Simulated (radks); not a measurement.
The numbers below are computed, except where a source is named.
Q: Valence configurations of Dy II (all share [Xe]). Code: a radial shooting solver on a logarithmic mesh with Libxc functionals. Model: non-relativistic Kohn-Sham, LDA (Slater exchange, Perdew-Wang correlation), spin-polarised, spherical densities, point nucleus; open shells are filled with parallel spins first (spin-orbit coupling, left out, can overturn this in heavy ions); relativity is left out, which matters for an element this heavy. Order these by energy: 4f9.5 6s1 6p0.5; 4f11; 4f10 6s1; 4f10 5d1; 4f9 6s2; 4f10 5d0.5 6s0.5; 4f9 6s1 6p1; 4f7.5 6s1.5 6p2; 4f8 6s1 6p2; 4f8 6p3.

A: From the lowest, in eV above it: 4f11 0.000; 4f10 6s1 0.082; 4f10 5d0.5 6s0.5 0.540; 4f10 5d1 1.099; 4f9.5 6s1 6p0.5 3.996; 4f9 6s2 7.302; 4f9 6s1 6p1 10.024; 4f8 6s1 6p2 29.087; 4f8 6p3 33.206; 4f7.5 6s1.5 6p2 41.143. NIST lists [Xe] 4f10 6s1 as the ground configuration; this level of theory puts 4f11 lower, by 0.082 eV. The energies are those of spherical high-spin densities, not of single terms. Relativity is left out, which favours d and f over s occupation in heavy atoms.
